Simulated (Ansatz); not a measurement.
Reaction (atomization): `C[Si](C)(P)Cl` → 2 C• + Cl• + 8 H• + P• + Si•

Calculated with Ansatz (gas phase, PBE0-D4/def2-TZVP geometries, no zero-point term in ΔE). CCSD(T)/CBS is the MP2 limit (def2-TZVPP, def2-QZVPP) plus CCSD(T) − MP2 in def2-TZVPP, frozen cores. This one scheme is used for every species, atoms too. Functionals use def2-TZVPP. B3LYP here is the variant with VWN-RPA as its local correlation; programs differ in this. Open shells (•) are unrestricted, without spin–orbit coupling. Spin–orbit coupling would lower the free atoms: a little for C, Cl, Si. Each species was taken in one conformer, which may not be the lowest.

(1) What is ΔE at CCSD(T)/CBS? (An estimate is asked.)

(2) What do these levels give: LDA (SPW92), revPBE-D4, r2SCAN-D4, ωB97M-V, BLYP, B3LYP, CAM-B3LYP, HF/def2-SVP, CCSD(T)/def2-SVP, MP2/def2-TZVPP, MP2/def2-QZVPP, CCSD/CBS(def2)? (Estimate.)

(3) What do rigid-rotor, harmonic-oscillator terms from PBE0-D4/def2-TZVP frequencies (298.15 K, 1 bar) make of the CCSD(T)/CBS value? (An estimate is asked.)

Largest T1 diagnostic among the species: 0.012.

## Answers

(1) The calculation gave: +4545.1 kJ/mol.

(2) Ansatz gave: LDA (SPW92) 5110.3, revPBE-D4 4509.0, r2SCAN-D4 4560.3, ωB97M-V 4574.8, BLYP 4437.1, B3LYP 4491.2, CAM-B3LYP 4524.8, HF/def2-SVP 3395.2, CCSD(T)/def2-SVP 4252.1, MP2/def2-TZVPP 4448.3, MP2/def2-QZVPP 4518.1, CCSD/CBS(def2) 4489.0 kJ/mol.

(3) Ansatz gave: ΔZPE = -246.0 kJ/mol, ΔH = +4353.4 kJ/mol, ΔS = 1348 J/(mol·K), ΔG = +3951.6 kJ/mol. Open shells count their whole term as degenerate.

At CCSD(T), def2-SVP lies −293.0 kJ/mol from the extrapolated value and def2-TZVPP −118.8 kJ/mol: correlation converges slowly with the basis, and small sets miss more of it in the bonded molecule than in its fragments. The D4 term adds +56.6 kJ/mol with B3LYP and +30.2 kJ/mol with PBE0; it sums over pairs of atoms, weighted by their polarisabilities, and B3LYP, whose exchange is more repulsive, gets the larger term.

For atomizations the MP2-based limit and the directly extrapolated one differ by several kJ/mol either way, and by 10 to 25 for some Ge, Se and Sn compounds, so smaller differences from it don't rank the levels.
